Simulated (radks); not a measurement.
Results of a calculation; reference values are marked as such.
Q: Species: Sb19+. Configuration: [Ar] 3d10 4s2 4p2. Level of theory: scalar-relativistic Kohn-Sham, BLYP, spin-polarised, spherical densities, finite nucleus; open shells are filled with parallel spins first (spin-orbit coupling, left out, can overturn this in heavy ions); Fermi nuclear charge, rms radius 4.6802 fm (a radial shooting solver on a logarithmic mesh with Libxc functionals). Some entries of the table are withheld. Estimate them.

orbital,occ.,eigenvalue (hartree),<r^2> (bohr^2)
1s up,1,-1133.373,0.001094
1s down,1,-1133.340,0.001094
2s up,1,-188.7648,0.01769
2s down,1,-188.7464,0.01769
2p up,3,-171.5195,0.01397
2p down,3,-171.4902,0.01397
3s up,1,-51.56234,0.1224
3s down,1,-51.52687,0.1222
3p up,3,(1),0.1220
3p down,3,(2),0.1219
3d up,5,-37.42442,0.1057
3d down,5,-37.38538,0.1054
4s up,1,-21.57533,0.5559
4s down,1,-21.35458,0.5560
4p up,2,(3),(4)
4p down,0,(5),(6)

A: 
(1) 3p up eigenvalue (hartree): -45.92987
(2) 3p down eigenvalue (hartree): -45.88987
(3) 4p up eigenvalue (hartree): -19.58926
(4) 4p up <r^2> (bohr^2): 0.5966
(5) 4p down eigenvalue (hartree): -19.36920
(6) 4p down <r^2> (bohr^2): 0.5978
